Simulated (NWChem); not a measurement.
System meant: C$_{4}$H$_{3}$N; SMILES C=C=CC#N

Here is an NWChem input.

```
start job
memory heap 200 mb stack 900 mb global 1100 mb
geometry units angstroms noautoz
  C      0.459149    -2.216326     0.000000
  C     -0.137370    -1.059224     0.000000
  C     -0.752248     0.106993     0.000000
  C     -0.054112     1.352900     0.000000
  N      0.487780     2.378126     0.000000
  H      0.720017    -2.717244     0.938625
  H      0.720017    -2.717244    -0.938625
  H     -1.848673     0.150723     0.000000
end
basis spherical
  C library def2-svp
  N library def2-svp
  H library def2-svp
end
dft
  odft
  mult 2
  xc pbe0
  iterations 150
  mulliken
end
task dft energy
```

End of the output:

```
 ==============================================================================
                                 internuclear angles
 ------------------------------------------------------------------------------
        center 1       |       center 2       |       center 3       |  degrees
 ------------------------------------------------------------------------------
    2 C                |   1 C                |   6 H                |   121.04
    2 C                |   1 C                |   7 H                |   121.04
    6 H                |   1 C                |   7 H                |   117.93
    1 C                |   2 C                |   3 C                |   179.47
    2 C                |   3 C                |   4 C                |   122.94
    2 C                |   3 C                |   8 H                |   120.08
    4 C                |   3 C                |   8 H                |   116.98
    3 C                |   4 C                |   5 N                |   178.60
 ------------------------------------------------------------------------------
                            number of included internuclear angles:          8
 ==============================================================================

 Summary of "ao basis" -> "" (spherical)
 ------------------------------------------------------------------------------
       Tag                 Description            Shells   Functions and Types
 ---------------- ------------------------------  ------  ---------------------
 C                          def2-svp                 6       14   3s2p1d
 N                          def2-svp                 6       14   3s2p1d
 H                          def2-svp                 3        5   2s1p

                                 NWChem DFT Module
                                 -----------------

 Summary of "ao basis" -> "ao basis" (spherical)
 ------------------------------------------------------------------------------
       Tag                 Description            Shells   Functions and Types
 ---------------- ------------------------------  ------  ---------------------
 C                          def2-svp                 6       14   3s2p1d
 N                          def2-svp                 6       14   3s2p1d
 H                          def2-svp                 3        5   2s1p

      Symmetry analysis of basis
      --------------------------

        a'         59
        a"         26

  number of electrons :                   34
  multiplicity        :                    2
 ------------------------------------------------------------------------
  no. of electrons and multiplicity not compatible                  34
 ------------------------------------------------------------------------
 ------------------------------------------------------------------------
  current input line :
    25: task dft energy
 ------------------------------------------------------------------------
 ------------------------------------------------------------------------
 There is an error in the input file
 ------------------------------------------------------------------------
 For more information see the NWChem manual at https://nwchemgit.github.io

0: no. of electrons and multiplicity not compatible:Received an Error in Communication
```

Task: What is wrong, and how is it mended?

Result: The input was rejected before any calculation. Cause: the multiplicity doesn't fit the number of electrons (an even count wants an odd multiplicity, and the reverse). This input runs:
```
start job
memory heap 200 mb stack 900 mb global 1100 mb
geometry units angstroms noautoz
  C      0.459149    -2.216326     0.000000
  C     -0.137370    -1.059224     0.000000
  C     -0.752248     0.106993     0.000000
  C     -0.054112     1.352900     0.000000
  N      0.487780     2.378126     0.000000
  H      0.720017    -2.717244     0.938625
  H      0.720017    -2.717244    -0.938625
  H     -1.848673     0.150723     0.000000
end
basis spherical
  * library def2-svp
end
dft
  xc pbe0
  iterations 150
  mulliken
end
task dft energy
```
It converges to -208.48722 Ha (PBE0/def2-SVP).
